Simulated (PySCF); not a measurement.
GaP at BHandHLYP

Level: BHandHLYP. basis Ga def2-TZVPPD, P def2-TZVPPD; no relativity; PySCF 2.14.

For GaP, the state is ³Σ⁻ (triplet), unpaired electrons π ↑↑, the bond length is 2.455 Å and the harmonic wavenumber is 296 cm⁻¹. The force constant is 1.11 mdyn/Å. The rotational constant Be is 0.1309 cm⁻¹. The anharmonicity ωexe is 1.02 cm⁻¹ and the vibration–rotation constant αe is 0.000697 cm⁻¹. The well depth De to Ga + P is 2.02 eV. The dissociation energy D0 is 2.00 eV. The bond order (Mayer) is 1.09 and the dipole moment (positive dipole means Ga(−)P(+)) is -1.44 D.

Spin–orbit coupling is left out. The state was picked by a PBE0 search and need not be the measured ground state.
